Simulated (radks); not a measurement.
All-electron atom: W III in [Ar] 3d(up 5, down 4) 4s2 4p6 4d10 4f14 5s2 5p6 5d4 6s1 (not the ground configuration).

Calculated with a radial shooting solver on a logarithmic mesh with Libxc functionals: scalar-relativistic Kohn-Sham, PBEsol, spin-polarised, spherical densities, finite nucleus; open shells are filled with parallel spins first (spin-orbit coupling, left out, can overturn this in heavy ions); Fermi nuclear charge, rms radius 5.3658 fm.

Energy parts (Ry):
total: -32134.9215
kinetic: 35406.3113
electron-nucleus: -79261.0586
Hartree: 12349.1089
exchange-correlation: -629.2832

Orbitals (lengths in bohr, moments of r in powers of bohr):
| orbital | occ. | eigenvalue (Ry) | <r^4> | <r> |
|---|---|---|---|---|
| 1s up | 1 | -5111.296 | 5.825e-07 | 0.01835 |
| 1s down | 1 | -5111.288 | 5.825e-07 | 0.01835 |
| 2s up | 1 | -888.2795 | 0.00008744 | 0.07757 |
| 2s down | 1 | -887.9863 | 0.00008739 | 0.07756 |
| 2p up | 3 | -778.0825 | 0.00006859 | 0.06942 |
| 2p down | 3 | -777.8455 | 0.00006853 | 0.06941 |
| 3s up | 1 | -207.9591 | 0.003165 | 0.2003 |
| 3s down | 1 | -207.6536 | 0.003170 | 0.2004 |
| 3p up | 3 | -175.3045 | 0.003388 | 0.2003 |
| 3p down | 3 | -175.0000 | 0.003395 | 0.2004 |
| 3d up | 5 | -138.1193 | 0.002585 | 0.1811 |
| 3d down | 4 | -137.7423 | 0.002594 | 0.1812 |
| 4s up | 1 | -44.51071 | 0.07316 | 0.4461 |
| 4s down | 1 | -44.44380 | 0.07330 | 0.4463 |
| 4p up | 3 | -33.71059 | 0.09671 | 0.4734 |
| 4p down | 3 | -33.64904 | 0.09685 | 0.4736 |
| 4d up | 5 | -20.05412 | 0.1385 | 0.5032 |
| 4d down | 5 | -19.98914 | 0.1385 | 0.5035 |
| 4f up | 7 | -4.77846 | 0.3850 | 0.5762 |
| 4f down | 7 | -4.70673 | 0.3706 | 0.5743 |
| 5s up | 1 | -7.62028 | 2.236 | 1.049 |
| 5s down | 1 | -7.46690 | 2.167 | 1.042 |
| 5p up | 3 | -4.90601 | 4.243 | 1.215 |
| 5p down | 3 | -4.71019 | 4.077 | 1.203 |
| 5d up | 4 | -1.83612 | 20.58 | 1.727 |
| 5d down | 0 | -1.58026 | 21.11 | 1.723 |
| 6s up | 1 | -1.62280 | 85.80 | 2.621 |

The highest occupied level is 6s up at -22.079 eV. Spin moment in Bohr magnetons: 6. The electron density at the nucleus is 1.515e+06 e/bohr^3 (large components only). Summed over all electrons, <r^2> = 45.35 bohr^2, which gives a Langevin (diamagnetic) susceptibility term of -35.9 x 10^-6 cm^3/mol. The spin density at the nucleus is 105.9 e/bohr^3 (1s -2.5, 2s -34.1, 3s 23.1, 4s 8.2, 5s -18.0, 6s 129.2).
